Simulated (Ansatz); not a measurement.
```xyz
12

C     0.0201   -0.6182   -0.6857
C    -0.0212   -0.6244    0.6962
C    -0.0072    0.5691   -1.5860
C    -0.0204    0.5497    1.6195
H     0.0199   -1.6834   -1.1783
H    -0.0341   -1.6664    1.1428
H     0.0076    1.4827   -1.0983
H     0.9223    0.5328   -2.2357
H    -0.8749    0.4615   -2.2711
H    -0.0227    1.4691    1.0925
H    -0.8685    0.4990    2.2945
H     0.8544    0.5031    2.2056
```

Basis set: STO-3G (spherical functions). Frozen core: 4 orbitals. Charge 0, multiplicity 1.

Computed with Ansatz (development build ahead of 0.2.0); each method stands on the lowest determinant of its kind that the runs found. Restricted open shells among the atoms or ions are ROHF, correlated in semicanonical orbitals with singles.

The atomization energy at this shape (free ground-state atoms in the same class of orbitals less the molecule, no zero-point energy) of singlet C4H8:

```json
{"method": "RHF", "atomization energy": "46.06 eV"}
```

What does RHF-MP2 give?

51.27 eV. Caution: the shape is not the minimum.

This basis has no polarisation functions and is too small for such energies, which can lie far from measured ones in either direction.
